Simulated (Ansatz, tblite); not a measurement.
Cost and result up the ladder for B₆As₆, a cluster cut from wurtzite BAs (bare) (12 atoms). Charge 0, multiplicity 1. Geometry: PBE-D4/def2-SVP.

```xyz
12

B     0.605   -0.390    1.530
As    0.607    1.555    2.060
As    1.751    0.706   -1.977
B     0.592    0.985    0.031
B    -0.930    0.468    1.303
As   -0.169    2.164   -1.416
As    0.911   -2.299    0.957
B     0.728   -0.757   -0.467
B    -0.797   -1.214    0.823
As   -2.542   -0.302    0.351
As    0.090   -1.092   -2.347
B    -0.846    0.176   -0.849
```

Ansatz on 2 threads of AMD EPYC 7R13 on a shared host and a share (18 GiB) of an NVIDIA H100 80GB HBM3; xTB runs through tblite on one thread. Times are rough, summed over both states, and most runs start from the orbitals of an earlier one. PBE0-D4/def2-TZVP serves as the yardstick here, not as an exact answer. The other state is a doublet.

The xTB rows come from tblite. Single mean-field runs in def2-TZVP are fitted with def2-universal-jkfit.

Raw xTB energies of ions are shifted by several eV.

| level | functions | wall time |
| --- | --- | --- |
| GFN2-xTB | 78 | 0.067 s |
| GFN1-xTB | 78 | 0.07 s |
| PBE-D4/def2-TZVP | 474 | 14 s |
| PBE0-D4/def2-TZVP | 474 | 17 s |
| LDA (SPW92)/def2-TZVP (with forces) | 474 | 18 s |

Question: Estimate what each level gives for the vertical IE (eV).

Answer: 
| level | vertical IE (eV) | difference from PBE0-D4/def2-TZVP (eV) |
| --- | --- | --- |
| GFN2-xTB | 9.47 | 2.44 |
| GFN1-xTB | 11.32 | 4.29 |
| PBE-D4/def2-TZVP | 6.92 | -0.11 |
| PBE0-D4/def2-TZVP | 7.03 | 0.00 |
| LDA (SPW92)/def2-TZVP (with forces) | 7.14 | 0.10 |
